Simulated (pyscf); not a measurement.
H₂C=CH–SiH₃ (SMILES C=C[SiH3]) -> H₃C–CH=SiH₂ (SMILES CC=[SiH2]), a hydrogen shift (singlet surface; H–Si broken, C–H formed). Structures and frequencies: ωB97X-D3(BJ)/def2-SVP in PySCF. MP2 and CC: frozen core, UHF for open shells. ΔMP2 is the change of the MP2 total energy from the triple- to the quadruple-zeta basis. Energies in kcal/mol from the reactant's lowest minimum found.

Small-basis levels: PySCF, no dispersion term, spherical d functions. AM1 to PM7: differences of heats of formation from MOPAC. Cost: rough CPU time at the saddle relative to B3LYP/6-31G*, from one job on a shared machine.

```tsv
level	barrier	reaction energy	cost
HF/STO-3G	[?]	+34.2	0.04
MP2/6-31G*	78.4	+16.0	0.08
SVWN5/6-31G*	60.3	+11.1	0.9
B3LYP/STO-3G	100.5	+26.5	0.6
B3LYP/6-31G*	[?]	+17.0	1
B3LYP/6-311+G**	74.2	+17.7	2
PM3	63.6	+12.9	under 0.02
CCSD(T)/def2-TZVPP + ΔMP2(QZVPP)	[?]	+18.2	–
```

Question: Fill in the missing entries.

Answer: 
- HF/STO-3G, barrier: 130.7
- B3LYP/6-31G*, barrier: 74.6
- CCSD(T)/def2-TZVPP + ΔMP2(QZVPP), barrier: 73.7

Against the last row the barrier runs from -13.4 (SVWN5/6-31G*) to +57.0 kcal/mol (HF/STO-3G); B3LYP/6-311+G** happens to lie closest here (0.5 kcal/mol apart). CCSD(T)/def2-TZVPP + ΔMP2(QZVPP) has limits of its own. This is the saddle that the search found; another between the same sides may lie lower. The CCSD(T) − MP2 part came from Ansatz, without density fitting, on the same reference.
